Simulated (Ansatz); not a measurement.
Stepwise reaction of `[CH3][Al]([SH])[SH]` with water, as a gas-phase model of exchange steps in deposition or etching. ΔE in kJ/mol.

Calculated with Ansatz (gas phase, PBE0-D4/def2-TZVP geometries, no zero-point term in ΔE). CCSD(T)/CBS adds triple-zeta CCSD(T) − MP2 to the extrapolated MP2 energy (def2 sets, frozen cores). This one scheme is used for every species. DFT in def2-TZVPP. B3LYP here is the variant with VWN-RPA as its local correlation; programs differ in this. Each species was taken in one conformer, which may not be the lowest.

| step | reaction | PBE-D4 | B3LYP-D4 | ωB97M-V | CCSD(T)/CBS |
| --- | --- | --- | --- | --- | --- |
| 1 | `[CH3][Al]([SH])[SH]` + H₂O → `[CH3][Al]([OH])[SH]` + H₂S | -16.0 | -26.7 | -25.2 | -20.4 |
| 2 | `[CH3][Al]([OH])[SH]` + H₂O → `[CH3][Al]([OH])[OH]` + H₂S | -13.9 | -24.8 | -22.6 | -18.7 |

(1) By hand: ΔE of the 2 steps together at CCSD(T)/CBS.

## Answers

(1) (-20.4) + (-18.7) = -39.1 kJ/mol, or -19.5 kJ/mol a step.

In ΔE the steps differ by no more than 1.7 kJ/mol. All are downhill at CCSD(T)/CBS. PBE-D4 differs from CCSD(T)/CBS by 4.4 to 4.8 kJ/mol a step. Isolated molecules leave out the surface, adducts and barriers. Largest T1 diagnostic: 0.012.
